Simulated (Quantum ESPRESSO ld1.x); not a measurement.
Values are calculated unless marked as measured or tabulated.
All-electron atom: Sr+ in [Ar] 3d10 4s2 4p5.75 5s1 6s0.25 (fractional occupations, a model configuration). Level of theory: Dirac Kohn-Sham, B86b exchange with PBE correlation, spin-unpolarised, spherical densities, point nucleus; open shells fill j = l - 1/2 first (ld1.x of Quantum ESPRESSO 7.5).

Unscreened Slater integrals over Kohn-Sham orbitals (eV). Large and small components are both included. Empty in this configuration: 5p1/2.

\begin{tabular}{lr}
integral & value \\ \hline
F0(6s1/2,6s1/2) & 2.8737 \\
F0(6s1/2,5s1/2) & 3.5617 \\
G0(6s1/2,5s1/2) & 0.22274 \\
F0(6s1/2,4p3/2) & 3.8679 \\
G1(6s1/2,4p3/2) & 0.12434 \\
F0(6s1/2,4p1/2) & 3.8722 \\
G1(6s1/2,4p1/2) & 0.12047 \\
F0(6s1/2,5p1/2) & 3.4397 \\
G1(6s1/2,5p1/2) & 0.43732 \\
F0(5s1/2,5s1/2) & 6.5154 \\
F0(5s1/2,4p3/2) & 8.1380 \\
G1(5s1/2,4p3/2) & 0.65411 \\
F0(5s1/2,4p1/2) & 8.1575 \\
G1(5s1/2,4p1/2) & 0.62465 \\
F0(5s1/2,5p1/2) & 5.7707 \\
G1(5s1/2,5p1/2) & 3.6671 \\
F0(4p3/2,4p3/2) & 15.756 \\
F2(4p3/2,4p3/2) & 8.2738 \\
F0(4p3/2,4p1/2) & 15.917 \\
G2(4p3/2,4p1/2) & 8.3486 \\
F0(4p3/2,5p1/2) & 6.7355 \\
G2(4p3/2,5p1/2) & 0.40388 \\
F0(4p1/2,4p1/2) & 16.084 \\
F0(4p1/2,5p1/2) & 6.7486 \\
G0(4p1/2,5p1/2) & 0.31744 \\
F0(5p1/2,5p1/2) & 5.2687 \\
\end{tabular}
